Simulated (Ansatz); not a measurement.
One change: `FC[Se][AlH2]` becomes `CB[Se]CF`.

Ansatz, PBE0-D4/def2-TZVP geometries, multiplicity 1. Each molecule was computed in one conformer, which needn't be the lowest.

Scalar relativity is left out up to krypton.

| property | `FC[Se][AlH2]` |
| --- | --- |
| size of the dipole moment (ωB97M-V/def2-TZVPP) / D | 2.31 |
| HOMO energy (PBE/def2-TZVPP) / eV | -5.51 |
| HOMO energy (ωB97M-V/def2-TZVPP) / eV | -8.80 |
| LUMO energy (ωB97M-V/def2-TZVPP) / eV | 0.70 |
| LUMO energy (PBE0/def2-TZVPP) / eV | -0.98 |
| HOMO energy (B3LYP/def2-TZVPP) / eV | -6.42 |

(1) What does the change do to each property? (Best estimate.)

## Answers

(1) The calculation gave: 
| property | `CB[Se]CF` | shift |
| --- | --- | --- |
| size of the dipole moment (ωB97M-V/def2-TZVPP) / D | 1.57 | -0.74 |
| HOMO energy (PBE/def2-TZVPP) / eV | -6.51 | -1.00 |
| HOMO energy (ωB97M-V/def2-TZVPP) / eV | -9.72 | -0.92 |
| LUMO energy (ωB97M-V/def2-TZVPP) / eV | 0.91 | 0.21 |
| LUMO energy (PBE0/def2-TZVPP) / eV | -1.02 | -0.04 |
| HOMO energy (B3LYP/def2-TZVPP) / eV | -7.35 | -0.93 |

Dipoles are sizes alone; their direction can turn.

B3LYP here is the variant with VWN-RPA as its local correlation; programs differ in this.

Spin–orbit coupling is left out; it splits and shifts lone-pair levels of the heavy atoms by tenths of an eV.
